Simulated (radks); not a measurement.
The numbers below are computed, except where a source is named.
Question: Radial electron density D(r) = 4 pi r^2 rho(r) of an atom or ion with 5 electrons. Level of theory: non-relativistic Kohn-Sham, TPSS, spin-polarised, spherical densities, point nucleus; meta-GGA in the generalised Kohn-Sham scheme (a radial shooting solver on a logarithmic mesh with Libxc functionals).

```
   r/bohr * D(r) (the largest magnitude, 71.5, reaches the edge; | marks zero)
0.0008225 |*
 0.001021 |*
 0.001267 | *
 0.001572 |  *
 0.001952 |    *
 0.002422 |      *
 0.003006 |         *
 0.003731 |             *
  0.00463 |                  *
 0.005747 |                        *
 0.007132 |                                *
 0.008852 |                                        *
  0.01099 |                                               *
  0.01363 |                                                     *
  0.01692 |                                                      *
    0.021 |                                                  *
  0.02607 |                                          *
  0.03235 |                               *
  0.04015 |                       *
  0.04983 |                   *
  0.06185 |                      *
  0.07676 |                        *
  0.09526 |                       *
   0.1182 |                *
   0.1467 |       *
   0.1821 |  *
    0.226 |*
   0.2805 *
   0.3482 *
```

What is the nuclear charge?

Answer: Z = 61. The innermost maximum, from 1s, lies near 1/Z = 0.0164 bohr (found: 0.0161), and its height grows with Z. The density is that of the promethium ion Pm56+ in [He] 2s2 2p1; the configuration itself is not fixed sharply by these data, and Z only to a few units. D(r) has 2 maxima, at r = 0.0161, 0.0805 bohr, and minima at 0.0498 bohr, inside which lie 2.19 electrons.
